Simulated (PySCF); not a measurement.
**C6H9O2: g tensor and hyperfine couplings**

C₆H₉O₂ (doublet state).
Z-matrix (Å and degrees, GFN2-xTB geometry), rows numbered from 1:
```
C 
C   1  1.4522
C   2  1.5301  1  114.93
C   3  1.5243  2  111.19  1   -63.59
C   2  1.5443  1  116.26  3  -140.71
O   5  1.4414  2   90.97  1  -108.51
C   6  1.3430  5   93.60  2    -1.17
O   7  1.1859  2  135.28  1   -64.53
H   1  1.0727  2  119.37  3   -38.97
H   1  1.0729  2  120.53  3   156.86
H   3  1.0925  2  109.43  1   174.68
H   3  1.0910  2  108.20  1    57.41
H   4  1.0871  3  110.16  2    59.43
H   4  1.0878  3  110.83  2   -60.42
H   4  1.0868  3  110.18  2   179.45
H   5  1.0897  2  115.99  1     5.46
H   5  1.0902  2  115.93  1   137.77
```

The hyperfine couplings belong to this conformer and change with its torsions.

Identity: `O1C([C@](C1)(CC)[CH2])=O` [radical].

The calculation used PySCF, UKS B3LYP, pcH-1 on C H O, non-relativistic, mean-field spin-orbit, GIAO. One conformer (not necessarily the lowest) at the GFN2-xTB geometry, without solvent, vibrations or thermal averaging. A GFN2-xTB geometry isn't a minimum of the functional, and hyperfine couplings can be far from their values at a DFT geometry. Stability of the SCF solution: not tested.

```
g1, g2, g3                      : 2.00215, 2.00291, 2.00300
g_iso                           : 2.00269
Form of g                       : close to axial: the two nearest values differ by 10 % of g3 − g1
⟨S²⟩                            : 0.7543 (exact 0.7500)
α and β electrons               : 31, 30
HOMO–LUMO gap, α and β orbitals : 6.22, 5.44 eV
```

Isotropic coupling and dipolar principal values T1 to T3, in 10⁻⁴ cm⁻¹; ρ(0) is the spin density at the nucleus (1 × 10⁻⁴ cm⁻¹ = 2.998 MHz):

```
atom  isotope  a_iso     T1     T2    T3  Mulliken spin population  ρ(0) (bohr⁻³)
  C1      13C   31.9  -26.0  -25.8  51.8                      1.03         0.0852
  C2      13C  -11.6   -1.0   -0.2   1.2                     -0.09        -0.0310
  C3      13C    7.4   -1.0   -0.7   1.7                      0.02         0.0197
  C4      13C    0.1   -0.5    0.0   0.5                      0.01         0.0003
  C5      13C    7.9   -0.7   -0.6   1.3                      0.02         0.0211
  O6      17O   -0.9   -2.3    0.9   1.3                      0.01         0.0043
  C7      13C   41.2   -2.9   -2.5   5.4                      0.06         0.1099
  O8      17O   -0.6   -3.9    1.4   2.5                      0.02         0.0029
  H9       1H  -19.3  -12.4   -0.2  12.6                     -0.04        -0.0130
 H10       1H  -19.1  -12.5   -0.2  12.6                     -0.04        -0.0128
 H11       1H   -1.0   -0.9   -0.5   1.4                      0.00        -0.0007
 H12       1H   -0.9   -1.0   -0.8   1.8                      0.00        -0.0006
 H13       1H    0.9   -1.7   -1.0   2.7                      0.00         0.0006
 H14       1H    0.1   -0.6   -0.6   1.2                      0.00         0.0001
 H15       1H   -0.3   -0.5   -0.3   0.9                      0.00        -0.0002
 H16       1H   -0.8   -1.2   -0.8   2.0                      0.00        -0.0005
 H17       1H    0.0   -0.7   -0.6   1.2                      0.00         0.0000
```

Largest spin populations (Mulliken): C1 (+1.03), C2 (-0.09) and C7 (+0.06). No atom but C1 exceeds +0.15. The positive populations add up to 1.18 and the negative ones to -0.18, together 2S = 1. The angles at C1 add up to 358.1°, so it is nearly planar; its axial dipolar tensor and the negative couplings of its protons fit spin in a p orbital normal to that plane.

Axes: g3 points within 8° of the C1–H10 bond.

Under fast tumbling the dipolar parts average out, and these isotropic splittings remain: 2 × 1H (H9/H10, I = 1/2, 3 lines) with 2.06 mT, 1 × 1H (H11, I = 1/2, 2 lines) with 0.10 mT, 1 × 1H (H12, I = 1/2, 2 lines) with 0.10 mT and 1 × 1H (H16, I = 1/2, 2 lines) with 0.08 mT.

Class means assume fast exchange of nuclei equivalent by connectivity; if that motion is slow, each nucleus keeps its own coupling.

The 13C coupling of C7 (123.5 MHz) shows only in satellite lines or after enrichment, since that isotope makes up about 1.07 % of natural carbon.

β density exceeds α density at some nuclei, such as C2 (-0.0310) and H9/H10 (-0.0129), spin density in bohr⁻³. In a single determinant that takes different orbitals for the two spins, that is spin polarisation.

Time: 91 s wall (grids of density and orbitals included); peak memory 0.97 GiB. Hardware: one thread of an Arm Neoverse V2, shared host.
